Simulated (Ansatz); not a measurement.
Input file for C2F2N2Si (`N#C[Si](F)(F)C#N`):

```yaml
crystal:
  periodic: [false, false, false]
  atoms:
    - {symbol: N, position_ang: [0.558654, -2.117235, 1.587150]}
    - {symbol: C, position_ang: [0.274355, -1.354832, 0.773711]}
    - {symbol: Si, position_ang: [-0.169606, -0.126239, -0.497089]}
    - {symbol: F, position_ang: [-1.674153, -0.307453, -0.883098]}
    - {symbol: F, position_ang: [0.739337, -0.335218, -1.752339]}
    - {symbol: C, position_ang: [0.083633, 1.558277, 0.150809]}
    - {symbol: N, position_ang: [0.249081, 2.614800, 0.575256]}
basis:
  gaussian: {orbitals: def2-SVP}
correlation: {method: ccsd_t}
```

```sh
$ ansatz run in.yaml --threads 4 --pin off --events-out ev --progress --plain --max-ram 10444MiB
```

Log, shortened:

```
Functional definition: HF
994 factors; integrals over basis functions are off by at most 5.3e-4 eV
mean field evaluation 1: about -18284.2878 eV, gradient 4.9e1 eV
mean field evaluation 2: about -18284.9866 eV, gradient 4.9e1 eV
mean field evaluation 4: about -18290.4766 eV, gradient 4.9e0 eV
mean field evaluation 8: about -18290.5657 eV, gradient 4.4e-1 eV
mean field -18290.56638494 eV, -672.1659168555 hartree, gradient 2.8e-6 eV, S^2 0.000000; 0 other end points of the search recorded, 0 dependent functions left out
11 core orbitals not correlated: weight in the atoms' cores, before any rotation towards them, 1.000 or more for the frozen orbitals, at most 0.000 for the correlated occupied ones
reference -18290.56638494 eV, -672.1659168555 hartree; 18, 18 occupied and 73, 73 virtual orbitals, 994 factors
second order -27.25617135 eV of doubles, -0.00000000 eV of singles
cycle   1  -26.58054595 eV  change    6.8e-1 eV  update   1.4e-1
cycle   2  -27.36669688 eV  change   -7.9e-1 eV  update   4.1e-2
cycle   3  -27.55333575 eV  change   -1.9e-1 eV  update   1.9e-2
cycle   4  -27.55681405 eV  change   -3.5e-3 eV  update   5.6e-3
cycle   5  -27.56267170 eV  change   -5.9e-3 eV  update   2.4e-3
cycle   6  -27.56468143 eV  change   -2.0e-3 eV  update   5.9e-4
cycle   7  -27.56473761 eV  change   -5.6e-5 eV  update   2.1e-4
cycle   8  -27.56476871 eV  change   -3.1e-5 eV  update   4.7e-5
cycle   9  -27.56478672 eV  change   -1.8e-5 eV  update   1.7e-5
perturbative correction -0.90389809 eV, -0.0332176422 hartree
Total energy: -18319.03506976 eV, -673.2121217256 hartree
```

Run time 21 s (4 threads of an Intel Xeon on a shared host); peak host memory 0.48 GiB.

The correlation energy is -28.469 eV, 3.2 % of it from (T); the T1 diagnostic reads 0.0135.
